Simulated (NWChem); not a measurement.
System: C₂H₇S cation; SMILES C[SH+]C

NWChem printed, in part:

```
             Northwest Computational Chemistry Package (NWChem) 7.3.0
             --------------------------------------------------------

                             Geometry "geometry" -> ""
                             -------------------------

 Output coordinates in angstroms (scale by  1.889725989 to convert to a.u.)

  No.       Tag          Charge          X              Y              Z
 ---- ---------------- ---------- -------------- -------------- --------------
    1 C                    6.0000     0.54337400     0.00338100     1.43687600
    2 S                   16.0000    -0.57218300     0.04540800     0.00000000
    3 C                    6.0000     0.54337400     0.00338100    -1.43687600
    4 H                    1.0000     1.28262300    -0.81317600     1.34275200
    5 H                    1.0000    -0.09633300    -0.12631400     2.33119600
    6 H                    1.0000     1.03524200     0.99424800     1.47607700
    7 H                    1.0000    -0.97728200    -1.26505400     0.00000000
    8 H                    1.0000     1.28262300    -0.81317600    -1.34275200
    9 H                    1.0000    -0.09633300    -0.12631400    -2.33119600
   10 H                    1.0000     1.03524200     0.99424800    -1.47607700

 Effective nuclear repulsion energy (a.u.)     119.5802488565

                                 NWChem DFT Module
                                 -----------------

 Summary of "ao basis" -> "ao basis" (spherical)
 ------------------------------------------------------------------------------
       Tag                 Description            Shells   Functions and Types
 ---------------- ------------------------------  ------  ---------------------
 C                           6-31g*                  6       14   3s2p1d
 S                           6-31g*                  8       18   4s3p1d
 H                           6-31g*                  2        2   2s

 in cosmo_initialize ...

 solvent parameters
 solvname_short: unkn
 solvname_long:  unknown
 dielec:        2.4000

          ---------------
          -cosmo- solvent
          ---------------
 Cosmo: York-Karplus, doi: 10.1021/jp992097l
 dielectric constant -eps-     =   2.40
 screen = (eps-1)/(eps    )    =   0.58333
 surface charge correction     = lagrangian

   van der Waals surface
 --------------------------

 ---------- ATOMIC COORDINATES (A.U.) ------------ VDWR(ANG.) --
     1    1.02682797    0.00638916    2.71530192     2.000
     2   -1.08126909    0.08580868    0.00000000     2.160
     3    1.02682797    0.00638916   -2.71530192     2.000
     4    2.42380602   -1.53667982    2.53743335     1.300
     5   -0.18204297   -0.23869885    4.40532167     1.300
     6    1.95632371    1.87885628    2.78938107     1.300
     7   -1.84679519   -2.39060542    0.00000000     1.300
     8    2.42380602   -1.53667982   -2.53743335     1.300
     9   -0.18204297   -0.23869885   -4.40532167     1.300
    10    1.95632371    1.87885628   -2.78938107     1.300
 number of segments per atom =         32
 number of   points per atom =         32
 atom (   nspa,  nppa )
 ----------------------
    1 (     20,     0 )       0
    2 (     18,     0 )       0
    3 (     20,     0 )       0
    4 (     13,     0 )       0
    5 (     15,     0 )       0
    6 (     15,     0 )       0
    7 (     16,     0 )       0
    8 (     13,     0 )       0
    9 (     15,     0 )       0
   10 (     15,     0 )       0
 number of -cosmo- surface points =      160
 molecular surface =    106.744 angstrom**2
 molecular volume  =     85.418 angstrom**3
 G(cav/disp)       =      1.394 kcal/mol
 -lineq- algorithm             =   0
 -bem- low  level              =   2
 -bem- from -octahedral-
 gaussian surface charge width =   4.50000
 degree of switching           =   1.00000
 switching function tolerance  =   0.00010
 atomic radii =
 --------------
    1  6.000  2.000
    2 16.000  2.160
    3  6.000  2.000
    4  1.000  1.300
    5  1.000  1.300
    6  1.000  1.300
    7  1.000  1.300
    8  1.000  1.300
    9  1.000  1.300
   10  1.000  1.300
 ...... end of -cosmo- initialization ......

            General Information
            -------------------
          SCF calculation type: DFT
          Wavefunction type:  closed shell.
          No. of atoms     :    10
          No. of electrons :    34
           Alpha electrons :    17
            Beta electrons :    17
          Charge           :     1
          Spin multiplicity:     1
          Use of symmetry is: off; symmetry adaption is: off
          Maximum number of iterations: 150
          AO basis - number of functions:    60
                     number of shells:    34
          Convergence on energy requested:  1.00D-06
          Convergence on density requested:  1.00D-05
          Convergence on gradient requested:  5.00D-04

              XC Information
              --------------
                         PBE0 Method XC Functional
                     Hartree-Fock (Exact) Exchange  0.250
          PerdewBurkeErnzerhof Exchange Functional  0.750
            Perdew 1991 LDA Correlation Functional  1.000 local
           PerdewBurkeErnz. Correlation Functional  1.000 non-local

             Grid Information
             ----------------
          Grid used for XC integration:  medium
          Radial quadrature: Mura-Knowles
          Angular quadrature: Lebedev.
          Tag              B.-S. Rad. Rad. Pts. Rad. Cut. Ang. Pts.
          ---              ---------- --------- --------- ---------
          C                   0.70       49          10.0       434
          S                   1.00       88           8.0       590
          H                   0.35       45          11.0       434
          Grid pruning is: on
          Number of quadrature shells:   501
          Spatial weights used:  Erf1

      Superposition of Atomic Density Guess
      -------------------------------------

 Sum of atomic energies:        -476.26381702

 Renormalizing density from      35.00 to     34

      Non-variational initial energy
      ------------------------------

 Total energy =    -469.036217
 1-e energy   =    -865.646337
 2-e energy   =     277.029871
 HOMO         =      -0.683622
 LUMO         =      -0.254458

   convergence    iter        energy       DeltaE   RMS-Dens  Diis-err
 ---------------- ----- ----------------- --------- --------- ---------
     COSMO gas phase
 d= 0,ls=0.0,diis     1   -478.0033382890 -5.98D+02  1.74D-02  6.81D-01
 d= 0,ls=0.0,diis     2   -478.0346247310 -3.13D-02  8.91D-03  2.24D-01
 d= 0,ls=0.0,diis     3   -478.0662568846 -3.16D-02  1.87D-03  1.60D-02
 d= 0,ls=0.0,diis     4   -478.0687273987 -2.47D-03  1.62D-04  8.75D-05
 d= 0,ls=0.0,diis     5   -478.0687391841 -1.18D-05  4.57D-05  6.60D-06
 d= 0,ls=0.0,diis     6   -478.0687399930 -8.09D-07  1.37D-05  1.39D-06
 d= 0,ls=0.0,diis     7   -478.0687401824 -1.89D-07  2.13D-06  2.64D-08

   convergence    iter        energy       DeltaE   RMS-Dens  Diis-err
 ---------------- ----- ----------------- --------- --------- ---------
     COSMO solvation phase
 d= 0,ls=0.0,diis     1   -478.1274825244 -5.87D-02  1.12D-03  6.87D-04
 d= 0,ls=0.0,diis     2   -478.1276610764 -1.79D-04  2.21D-04  1.41D-04
 d= 0,ls=0.0,diis     3   -478.1276821224 -2.10D-05  5.73D-05  6.83D-06
 d= 0,ls=0.0,diis     4   -478.1276830306 -9.08D-07  1.81D-05  8.73D-07
 d= 0,ls=0.0,diis     5   -478.1276831591 -1.28D-07  3.89D-06  7.35D-08

         Total DFT energy =     -478.127683159050
      One electron energy =     -881.246479832250
           Coulomb energy =      326.007608772502
    Exchange-Corr. energy =      -38.595312357998
 Nuclear repulsion energy =      119.580248856524

             COSMO energy =       -3.873748597829

 Numeric. integr. density =       33.999999821970

                                   COSMO solvation results
                                   -----------------------

                 gas phase energy =      -478.068740182355
                 sol phase energy =      -478.127683159050
 (electrostatic) solvation energy =         0.058942976696 (   36.99 kcal/mol)

                       DFT Final Molecular Orbital Analysis
                       ------------------------------------

 Vector   15  Occ=2.000000D+00  E=-5.097617D-01
              MO Center=  3.2D-01,  1.1D-01, -5.0D-08, r^2= 3.5D+00
   Bfn.  Coefficient  Atom+Function         Bfn.  Coefficient  Atom+Function
  ----- ------------  ---------------      ----- ------------  ---------------
    21      0.253353   2 S  px                4     -0.213432   1 C  py
    36     -0.213432   3 C  py                3     -0.205591   1 C  px
    35     -0.205591   3 C  px               22      0.184322   2 S  py
    51     -0.183010   6 H  s                59     -0.183010  10 H  s
    53     -0.175364   7 H  s                54     -0.164820   7 H  s

 Vector   16  Occ=2.000000D+00  E=-5.016054D-01
              MO Center=  2.3D-01, -5.5D-02,  5.2D-08, r^2= 3.8D+00
   Bfn.  Coefficient  Atom+Function         Bfn.  Coefficient  Atom+Function
  ----- ------------  ---------------      ----- ------------  ---------------
    23     -0.318828   2 S  pz                5      0.317165   1 C  pz
    37      0.317165   3 C  pz               49      0.200841   5 H  s
    57     -0.200841   9 H  s                 9      0.179492   1 C  pz
    41      0.179492   3 C  pz               50      0.139915   5 H  s
    58     -0.139915   9 H  s                19      0.118928   2 S  pz

 Vector   17  Occ=2.000000D+00  E=-4.464756D-01
              MO Center= -2.7D-01,  2.1D-02, -7.9D-09, r^2= 2.6D+00
   Bfn.  Coefficient  Atom+Function         Bfn.  Coefficient  Atom+Function
  ----- ------------  ---------------      ----- ------------  ---------------
    21      0.436968   2 S  px               22     -0.400694   2 S  py
    20     -0.228675   2 S  s                25      0.200256   2 S  px
    24     -0.169955   2 S  s                26     -0.170407   2 S  py
    17     -0.163216   2 S  px                3     -0.160293   1 C  px
    35     -0.160293   3 C  px               18      0.148883   2 S  py

 Vector   18  Occ=0.000000D+00  E=-8.797362D-02
              MO Center= -5.2D-01, -1.9D-01, -9.2D-09, r^2= 2.9D+00
   Bfn.  Coefficient  Atom+Function         Bfn.  Coefficient  Atom+Function
  ----- ------------  ---------------      ----- ------------  ---------------
    54      1.050418   7 H  s                25      0.701613   2 S  px
    26      0.679366   2 S  py                6     -0.557267   1 C  s
    38     -0.557267   3 C  s                22      0.382942   2 S  py
    21      0.350804   2 S  px                9      0.234829   1 C  pz
    41     -0.234829   3 C  pz               53      0.230102   7 H  s

 Vector   19  Occ=0.000000D+00  E=-8.077762D-02
              MO Center= -3.9D-01,  2.3D-02,  6.2D-09, r^2= 3.1D+00
   Bfn.  Coefficient  Atom+Function         Bfn.  Coefficient  Atom+Function
  ----- ------------  ---------------      ----- ------------  ---------------
    27      1.053680   2 S  pz                6     -0.824949   1 C  s
    38      0.824949   3 C  s                23      0.474472   2 S  pz
     9      0.333514   1 C  pz               41      0.333514   3 C  pz
     7      0.303365   1 C  px               39     -0.303365   3 C  px
     5      0.188004   1 C  pz               37      0.188004   3 C  pz

 Vector   20  Occ=0.000000D+00  E=-3.256124D-02
              MO Center= -1.6D-01, -3.6D-01,  3.6D-09, r^2= 3.6D+00
   Bfn.  Coefficient  Atom+Function         Bfn.  Coefficient  Atom+Function
  ----- ------------  ---------------      ----- ------------  ---------------
    24      1.351190   2 S  s                54     -0.913489   7 H  s
    25      0.691896   2 S  px                9      0.578290   1 C  pz
    20      0.577724   2 S  s                41     -0.578290   3 C  pz
    26     -0.480197   2 S  py                7      0.424131   1 C  px
    39      0.424131   3 C  px                6     -0.351924   1 C  s

     Multipole analysis of the density
     ---------------------------------

     L   x y z        total         alpha         beta         nuclear
     -   - - -        -----         -----         ----         -------
     0   0 0 0      1.000000    -17.000000    -17.000000     35.000000

     1   1 0 0      0.182962     -0.694023     -0.694023      1.571009
     1   0 1 0     -0.495774      0.119134      0.119134     -0.734041
     1   0 0 1      0.000000      0.000000      0.000000      0.000000

     2   2 0 0    -16.666984    -35.453392    -35.453392     54.239801
     2   1 1 0      1.554140     -0.722005     -0.722005      2.998151
     2   1 0 1     -0.000000     -0.000000     -0.000000      0.000000
     2   0 2 0    -16.489767    -17.109994    -17.109994     17.730220
     2   0 1 1     -0.000000     -0.000000     -0.000000      0.000000
     2   0 0 2    -12.502217    -84.114369    -84.114369    155.726522
```

Level: PBE0/6-31G* (spherical d), COSMO on the gas-phase geometry. The geometry was optimised at PBE-D3(BJ)/def2-SVP. COSMO prints the solvation energy as gas minus solution, so a positive value is a stabilisation.

Task: Reconstruct the input file.

Result: One answer among several that fit: the input that was run:
```
start job
memory heap 200 mb stack 900 mb global 1100 mb
charge 1
geometry units angstroms noautosym nocenter noautoz
  C      0.543374     0.003381     1.436876
  S     -0.572183     0.045408     0.000000
  C      0.543374     0.003381    -1.436876
  H      1.282623    -0.813176     1.342752
  H     -0.096333    -0.126314     2.331196
  H      1.035242     0.994248     1.476077
  H     -0.977282    -1.265054     0.000000
  H      1.282623    -0.813176    -1.342752
  H     -0.096333    -0.126314    -2.331196
  H      1.035242     0.994248    -1.476077
end
basis spherical
  * library 6-31g*
end
dft
  xc pbe0
  iterations 150
end
cosmo
  dielec 2.4
end
task dft energy
```
